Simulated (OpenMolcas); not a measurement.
# Mn4+, Tc4+, Re4+: d3 down the group

| Property | Result |
| --- | --- |
| Program | OpenMolcas |
| Method | MS-CASPT2, IPEA 0.25 Eh, imaginary shift 0.1 Eh |
| Basis | ANO-RCC-VQZP |
| Scalar Hamiltonian | DKH2, point nucleus |
| Spin-orbit coupling | RASSI with atomic mean-field integrals over the reference wave functions, term energies averaged over their components |

Active space for each ion: 3 electrons in 10 orbitals (d d); closed shells correlated by CASPT2: Mn4+ 3s 3p; Tc4+ 4s 4p; Re4+ 5s 5p.

Computed levels in cm-1 above 4F 3/2:

```json
{"Level": "4F 5/2", "Mn4+": "365", "Tc4+": "1039", "Re4+": "4990"}
{"Level": "4F 7/2", "Mn4+": "861", "Tc4+": "2320", "Re4+": "9160"}
{"Level": "4F 9/2", "Mn4+": "1473", "Tc4+": "3760", "Re4+": "12140"}
{"Level": "4P 1/2", "Mn4+": "17140", "Tc4+": "12090", "Re4+": "14420"}
{"Level": "4P 5/2", "Mn4+": "17740", "Tc4+": "13780", "Re4+": "21570"}
{"Level": "2G 7/2", "Mn4+": "18080", "Tc4+": "13620", "Re4+": "19280"}
{"Level": "2G 9/2", "Mn4+": "18610", "Tc4+": "14530", "Re4+": "31010"}
{"Level": "2P 1/2", "Mn4+": "23460", "Tc4+": "17060", "Re4+": "23790"}
{"Level": "2D 5/2(1)", "Mn4+": "25360", "Tc4+": "20240", "Re4+": "29610"}
{"Level": "weight of 4F in the lowest level (%)", "Mn4+": "100", "Tc4+": "99", "Re4+": "84"}
```

Mixed levels, with the weight of the term that names them: Re4+ 4F 9/2 (64 %), Re4+ 4P 1/2 (62 %), Re4+ 2G 9/2 (55 %), Re4+ 2P 1/2 (62 %).

Measured, with the error of the calculation in %. Measured levels: Mn4+ from Corliss and Sugar, J. Phys. Chem. Ref. Data 6, 1253 (1977); Re4+ from the list in Brasseur, Gamrath and Quinet, At. Data Nucl. Data Tables 157, 101636 (2024).

```csv
Level,Mn4+,Re4+
4F 5/2,359 (+1.7),4853 (+2.9)
4F 7/2,835 (+3.1),8973 (+2.1)
4F 9/2,1412 (+4.3),11914 (+1.9)
4P 1/2,16434 (+4.3),14325 (+0.7)
4P 5/2,17049 (+4.0),20922 (+3.1)
2G 7/2,17892 (+1.0),19013 (+1.4)
2G 9/2,18399 (+1.1),
2P 1/2,23082 (+1.6),23669 (+0.5)
2D 5/2(1),24630 (+3.0),28739 (+3.0)
```

The fine-structure level 4F 9/2 changes by a factor of 8.24 from Mn4+ to Re4+.

Without spin-orbit coupling 4P lies 16670, 10970, 10660 cm-1 above 4F in that order; the difference to the level 4P 1/2, of either sign, comes from spin-orbit coupling, which also lowers the zero.

Term energies are means over components that CASPT2 splits; among the terms shown or strongly mixed into the levels shown the widest spread is 1100 cm-1 (3d3 4F, Mn4+). Active for correlation alone: 4d; no level in the range computed is led by a configuration that fills it, so any true level of that kind is missing (holds for Mn4+). Active for correlation alone: 5d; no level in the range computed is led by a configuration that fills it, so any true level of that kind is missing (holds for Tc4+). Active for correlation alone: 6d; no level in the range computed is led by a configuration that fills it, so any true level of that kind is missing (holds for Re4+). Measured partners are found by configuration, term and J. A level has none where our copy of the source lacks it or the pairing is in doubt (some pairs that miss far off the trend of their configuration count as doubtful), and it then counts in no deviation. Only configurations of the active space appear.

A number in round brackets counts repeated terms of one configuration in the order of the reference energies.
